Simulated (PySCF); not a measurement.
BH2O3, SMILES [O-]B(O)O, charge -1. Geometry optimised at B3LYP-D3(BJ)/def2-SVPD. Other conformers were not sampled.

Method: B3LYP-D3(BJ)/def2-SVPD in PySCF.

Harmonic wavenumbers (cm⁻¹): 421, 463, 508, 526, 717, 797, 961, 1065, 1208, 1545, 3876, 3879. Rotational constants (GHz): 10.40, 9.859, 5.061; symmetry number 2.

Problem. Work out the zero-point energy and the ideal-gas rigid-rotor harmonic-oscillator thermochemistry at 298.15 K and 1 atm.

Solution. ZPE = ½ Σ hcν = ½ × 15967 cm⁻¹ = 95.50 kJ/mol. H − E(el) = 108.68 kJ/mol. Entropy in J/(mol K): translation 159.98, rotation 94.41, vibration 15.09, total 269.48. G − E(el) = 28.34 kJ/mol. Cp = 65.18 J/(mol K).
